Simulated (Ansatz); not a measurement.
Frontier orbitals of CHBFNSe (`FC1=NB[Se]1`).

Cartesian coordinates in Å:
```
F 0.771 2.015 0.531
C 0.330 0.830 0.228
N -0.678 0.583 -0.504
B -0.481 -0.851 -0.337
Se 1.150 -0.806 0.851
H -1.092 -1.771 -0.769
```

The species carries charge 0 and has multiplicity 1. Correlated methods include outer-core shells of Se, which these sets cover unevenly. Scalar relativity is left out up to krypton. All single points use the PBE0-D4/def2-TZVP geometry. Basis def2-TZVPP, Ansatz 0.2.0.

```json
{"functional": "PBE", "HOMO (eV)": "-6.28", "LUMO (eV)": "-3.37", "gap (eV)": "2.91"}
{"functional": "PBE0", "HOMO (eV)": "-7.40", "LUMO (eV)": "-2.36", "gap (eV)": "5.04"}
{"functional": "r2SCANh", "HOMO (eV)": "-6.95", "LUMO (eV)": "-2.72", "gap (eV)": "4.23"}
{"functional": "HSE06 (plane-wave form)", "HOMO (eV)": "-7.01", "LUMO (eV)": "-2.74", "gap (eV)": "4.27"}
{"functional": "BHLYP", "HOMO (eV)": "-8.39", "LUMO (eV)": "-1.21", "gap (eV)": "7.18"}
{"functional": "LC-ωPBE", "HOMO (eV)": "-10.03", "LUMO (eV)": "-0.02", "gap (eV)": "10.01"}
{"functional": "ωB97M-V", "HOMO (eV)": "-9.53", "LUMO (eV)": "-0.23", "gap (eV)": "9.30"}
{"functional": "HF", "HOMO (eV)": "-9.92", "LUMO (eV)": "1.49", "gap (eV)": "11.41"}
```

A quarter of exact exchange (PBE0) shifts PBE's HOMO by −1.13 eV and its LUMO by +1.02 eV; full exchange at long range (ωB97M-V) shifts them by −3.25 and +3.15 eV. The gap opens from 2.90 to 9.30 eV, since occupied levels lose self-interaction and empty ones feel all the electrons.

LC-ωPBE has ω = 0.4 bohr⁻¹.
